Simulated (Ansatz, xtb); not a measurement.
Relative energy of two isomers of C6H6ClFO

Structure I is `C=C/C(F)=C(/C)C(=O)Cl`, a singlet and structure II is `O=C1C=CC[C@](F)(Cl)C1`, a singlet. Both are isolated molecules in the gas phase, relaxed with B3LYP/def2-SVP; the shapes shown needn't be the lowest conformers.

I (Å):

```xyz
15

C    -2.1431   -1.5280    0.3879
C    -1.4240   -0.5732   -0.2276
C    -0.0403   -0.7734   -0.6287
C     0.8308    0.0756   -1.2558
C     2.2366   -0.3686   -1.5701
C     0.3726    1.4344   -1.6197
Cl    1.6621    2.4241   -2.4433
F     0.4255   -1.9947   -0.3199
O    -0.6952    1.9398   -1.4456
H    -1.7220   -2.5090    0.6190
H    -3.1807   -1.3421    0.6744
H    -1.8504    0.4023   -0.4551
H     2.4042   -1.3987   -1.2361
H     2.9746    0.2854   -1.0803
H     2.4347   -0.3115   -2.6515
```

II (Å):

```tsv
atom	x (Å)	y (Å)	z (Å)
C	-0.8941	-1.3989	-0.3832
C	-0.7225	-0.2507	0.5373
C	0.0692	0.7943	0.2396
C	0.8625	0.9050	-1.0353
C	1.0579	-0.4564	-1.6951
C	-0.2191	-1.2763	-1.7545
Cl	1.7501	-0.2360	-3.3623
F	1.9832	-1.1583	-0.9639
O	-1.5697	-2.3652	-0.0996
H	-1.2773	-0.3061	1.4774
H	0.1533	1.6282	0.9444
H	1.8544	1.3445	-0.8451
H	0.3516	1.5844	-1.7393
H	-0.9336	-0.7876	-2.4377
H	-0.0138	-2.2819	-2.1462
```

Q: Which of the two would you expect CCSD(T)/def2-SVP + ΔMP2/def2-TZVPP electronic energies to favour?

A: Structure II; the calculation gives E(II) − E(I) = −15.7 kcal/mol.

The same difference at several levels:

```csv
level,geometry,E(II) − E(I) (kcal/mol),departure from the last row (kcal/mol),"job, with rough time for the two"
GFN2-xTB,GFN2-xTB,−17.0,−1.3,"optimisation, 0.28 s"
HF/STO-3G,GFN2-xTB,−38.9,−23.2,"single point, 0.6 s"
r2SCAN-D4/def2-SVP,GFN2-xTB,−11.3,+4.4,"single point, 5.8 s"
B3LYP/def2-SVP,B3LYP/def2-SVP,−8.7,+7.1,"optimisation, 68 s"
HF/def2-SVP,B3LYP/def2-SVP,−18.0,−2.3,part of the CCSD(T) run
MP2/def2-SVP,B3LYP/def2-SVP,−15.2,+0.5,part of the CCSD(T) run
CCSD(T)/def2-SVP,B3LYP/def2-SVP,−15.0,+0.7,single point
CCSD(T)/def2-SVP + ΔMP2/def2-TZVPP,B3LYP/def2-SVP,−15.7,,"single point, 2.9 min"
```

As drawn, II has 2 C–C in place of 1 C=C. Structure I has no ring, II a 6-membered ring.

None of the levels shown reverses the order. The largest departure from CCSD(T)/def2-SVP + ΔMP2/def2-TZVPP is that of HF/STO-3G, 23.2 kcal/mol. The last row adds to CCSD(T) the change of the MP2 difference between the two basis sets, here −0.7 kcal/mol.

With thermal terms from frequencies at re-optimised GFN2-xTB minima (ideal gas, soft modes damped towards free rotors, one conformer each, 298.15 K, 1 atm): on the last row, ΔE + ΔZPE = −14.3, ΔH = −15.3, ΔG = −13.0 kcal/mol.

The correlated steps freeze 13 core orbitals. Mirror images aren't counted in ΔG. Codes used: Ansatz 0.2.0, xtb 6.7.1; the last row on 4 threads of Arm Neoverse V1 on a shared host.
